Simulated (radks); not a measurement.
Valence configurations of the holmium ion Ho2+ (all share [Xe]). Method: scalar-relativistic Kohn-Sham, PBE, spin-polarised, spherical densities, finite nucleus; open shells are filled with parallel spins first (spin-orbit coupling, left out, can overturn this in heavy ions); Fermi nuclear charge, rms radius 5.2022 fm; computed with a radial shooting solver on a logarithmic mesh with Libxc functionals. Energies are relative to 4f11; eigenvalues in eV for spin up.

valence       E (eV)  moment (Bohr magnetons)    e(4f)    e(6p)    e(6s)
4f11           0.000                        3  -18.275        -        -
4f9 6p2       25.744                        7  -40.689  -15.193        -
4f10.5 6s0.5   1.276                        4  -22.705        -  -16.052
4f10 6s1       4.027                        5  -27.542        -  -17.260
4f10 6p1       8.949                        5  -28.834  -13.041        -
4f7 6s2 6p2   76.701                        9  -65.338  -17.574  -24.322

NIST lists [Xe] 4f11 as the ground configuration; this level of theory agrees among the configurations tried. The energies are those of spherical high-spin densities, not of single terms.
